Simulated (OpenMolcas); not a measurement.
# Pt2+: effect of the metal basis

Pt2+ with its 6 nearest chloride ions at 2.651 Å, on the Na site of NaCl (a = 5.64056 Å, distance in the model lattice 2.820 Å). The rest of the host is ab initio model potentials to 7.6 Å and point charges beyond; the distance is set by hand and nothing relaxes, and no local charge compensation is placed.

```yaml
Program: OpenMolcas
Method: CASSCF
Spin-orbit_coupling: state interaction with AMFI integrals over the reference wave functions
```

Fixed: ligand basis ANO-RCC-VDZP, active space 8 electrons in 5 orbitals (5d), DKH2 Hamiltonian.

States (labels of O, the rotations of Oh). Energies in cm-1 above the lowest state or level, χT in cm3 K/mol.

```json
{"Run": "A", "Metal basis": "ANO-RCC-VDZP", "Ground state": "3A2", "First state of that spin": "3T2 10493", "First gap with spin-orbit (degeneracies)": "7129 (3, 2)", "χT at 300 K": "1.891", "First state of another spin": "1E 10889", "Cost": "roughly 50 core-seconds"}
{"Run": "B", "Metal basis": "ANO-RCC-VTZP", "Ground state": "3A2", "First state of that spin": "3T2 10207", "First gap with spin-orbit (degeneracies)": "7047 (3, 2)", "χT at 300 K": "1.922", "First state of another spin": "1E 11103", "Cost": "roughly 70 core-seconds"}
```

Against A, the first state of the same spin changes by -2.7 % in B.

Costs are those of the RASSCF and RASSI steps.

Without dynamic correlation the repulsion within the d shell is too large (B by tens of per cent), so at a given field states of lower spin stand too high. Real 4d8 and 5d8 ions are as a rule square planar and diamagnetic. With metal d orbitals alone the field can be off either way by tens of per cent. Ligand-to-metal charge-transfer states are missing. With no ligand orbital active B as a rule stays too high, so bands that hang on it stand too high and its fall with covalency is understated. The least metal-like active orbital is 83 % on the metal (Löwdin) and no ligand orbital is active, so the numbers are rough (holds for A). No measured value stands beside these numbers; the geometry was set by hand and not optimised.
